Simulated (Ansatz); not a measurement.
Single points on Ge₆Te₆.

```yaml
crystal:
  periodic: [false, false, false]
  atoms:
    - {symbol: Ge, position_ang: [-2.208859, -0.140685, -2.237705]}
    - {symbol: Ge, position_ang: [1.276898, -1.890976, 2.528895]}
    - {symbol: Ge, position_ang: [2.776203, -0.417134, -1.586474]}
    - {symbol: Ge, position_ang: [0.498578, 2.769027, 0.476025]}
    - {symbol: Ge, position_ang: [-0.546708, -1.838722, 0.650460]}
    - {symbol: Ge, position_ang: [-2.637732, 1.183945, 1.238411]}
    - {symbol: Te, position_ang: [-1.780637, 2.320993, -1.126022]}
    - {symbol: Te, position_ang: [0.228766, -1.467373, -1.856346]}
    - {symbol: Te, position_ang: [3.046830, -1.999591, 0.660436]}
    - {symbol: Te, position_ang: [-3.207650, -1.304866, 0.109245]}
    - {symbol: Te, position_ang: [2.547582, 2.145816, -1.028076]}
    - {symbol: Te, position_ang: [0.006739, 0.639557, 2.171141]}
basis:
  gaussian: {orbitals: def2-SVP, initial_orbitals: start.molden}
hamiltonian: {xc: pbe, dispersion: d4}
scf: {omitted_lower_state_checks: [starts]}
output: {orbitals: {seedname: orbitals}}
```

The file start.molden holds the orbitals of an earlier run on this structure, at another level or in another basis.

```sh
$ ansatz run in.yaml --threads 2 --pin off --events-out ev --progress --plain --max-ram 22528MiB --backend cuda --devices 0, --max-vram 18GiB
```

Shortened log:

```
Functional definition: PBE
4026 factors; their error is unknown
mean field evaluation 1: about -382785.1474 eV, gradient 5.4e1 eV
mean field evaluation 2: about -382785.9880 eV, gradient 1.5e0 eV
mean field evaluation 4: about -382785.8169 eV, gradient 1.2e-1 eV
mean field -382785.81694530 eV, -14067.1193111941 hartree, gradient 6.0e-5 eV, S^2 0.000000; 0 other end points of the search recorded, 0 dependent functions left out
reference -382785.81699137 eV, -14067.1193128872 hartree; 168, 168 occupied and 180, 180 virtual orbitals, 4026 factors
Total energy: -382787.63155384 eV, -14067.1859968279 hartree
Checks for a lower state left out: starts
```

It took 2.7 s on 2 threads of AMD EPYC 7R13 on a shared host and a share (18 GiB) of an NVIDIA H100 80GB HBM3, peak host memory 1.1 GiB.

The first input with `gaussian: {orbitals: def2-TZVP, fitting: {mean_field: def2-universal-jkfit}, initial_orbitals: start.molden}`, `hamiltonian: {xc: pbe0, dispersion: d4}` (abridged; 7.5 s):

```
Functional definition: PBE0
mean field -382840.32620880 eV, -14069.1224896800 hartree, gradient 3.4e-5 eV, S^2 0.000000
Total energy: -382841.97162706 eV, -14069.1829576860 hartree
Checks for a lower state left out: starts
```

As the first input, with `hamiltonian: {xc: pbe0, dispersion: d4}` (abridged; 6.5 s):

```
Functional definition: PBE0
mean field -382796.12747058 eV, -14067.4982160094 hartree, gradient 3.4e-5 eV, S^2 0.000000
Total energy: -382797.77288771 eV, -14067.5586839736 hartree
Checks for a lower state left out: starts
```

The first input with `gaussian: {orbitals: def2-TZVP, fitting: {mean_field: def2-universal-jkfit}, initial_orbitals: start.molden}`, `hamiltonian: {xc: r2scan, dispersion: d4}` (abridged; 4.9 s):

```
Functional definition: r2SCAN
mean field -382897.00535058 eV, -14071.2054097218 hartree, gradient 7.0e-5 eV, S^2 0.000000
Total energy: -382897.41958622 eV, -14071.2206326010 hartree
Checks for a lower state left out: starts
```

First input, but with `gaussian: {orbitals: def2-TZVP, fitting: {mean_field: def2-universal-jkfit}, initial_orbitals: start.molden}`, `output: {forces: true, orbitals: {seedname: orbitals}}` (abridged; 4.9 s):

```
Functional definition: PBE
mean field -382830.08825688 eV, -14068.7462518866 hartree, gradient 3.7e-5 eV, S^2 0.000000
Total energy: -382831.90286703 eV, -14068.8129375797 hartree
Atom 0 force     0.002997     0.013775     0.099937 eV/Å
Atom 1 force    -0.003558     0.041731    -0.087995 eV/Å
Atom 2 force    -0.000333    -0.045251     0.026346 eV/Å
Atom 3 force    -0.035506    -0.039781    -0.018330 eV/Å
Atom 4 force    -0.004319     0.039744    -0.055038 eV/Å
Atom 5 force     0.066744    -0.027043    -0.084806 eV/Å
Atom 6 force     0.043642    -0.108399     0.058643 eV/Å
Atom 7 force     0.003326     0.054056     0.114719 eV/Å
Atom 8 force    -0.104255     0.076070    -0.012720 eV/Å
Atom 9 force     0.093263     0.073123    -0.010666 eV/Å
Atom 10 force    -0.067315    -0.036152     0.044385 eV/Å
Atom 11 force     0.005315    -0.041872    -0.074477 eV/Å
Dipole moment:    -0.653876    -0.187909     0.163655 e Å
Checks for a lower state left out: starts
```

As the first input, with `gaussian: {orbitals: def2-TZVP, fitting: {mean_field: def2-universal-jkfit}, initial_orbitals: start.molden}`, `hamiltonian: {xc: {name: PBE-QIDH}}` and without the key `output` (abridged; 8.5 s):

```
Functional definition: PBE-QIDH
mean field -382716.37562526 eV, -14064.5673897517 hartree, gradient 1.4e-6 eV, S^2 0.000000
78 core orbitals not correlated: weight in the atoms' cores, before any rotation towards them, 1.000 or more for the frozen orbitals, at most 0.000 for the correlated occupied ones
second order -130.30711812 eV of doubles, -0.00000000 eV of singles
Total energy: -382759.81134609 eV, -14066.1636230504 hartree
Checks for a lower state left out: starts
```

First input, but with `gaussian: {orbitals: STO-3G}`, `hamiltonian: {xc: hf}` (abridged; 64 s, on the CPU threads alone):

```
Functional definition: HF
mean field -1403936.76320760 eV, -51593.7244253623 hartree, gradient 2.6e-5 eV, S^2 0.000000
Total energy: -1403936.76320760 eV, -51593.7244253623 hartree
Checks for a lower state left out: starts
```

Geometry: PBE-D4/def2-SVP.

In the def2 sets Te takes a core potential, while STO-3G treats all electrons; there is no spin–orbit coupling. Correlated methods freeze 78 core orbitals; core or outer-core shells of Ge, Te are correlated, in sets that lack core-valence functions. Single mean-field runs in def2-TZVP are fitted with def2-universal-jkfit. The structure comes from a short search, and lower isomers may exist.
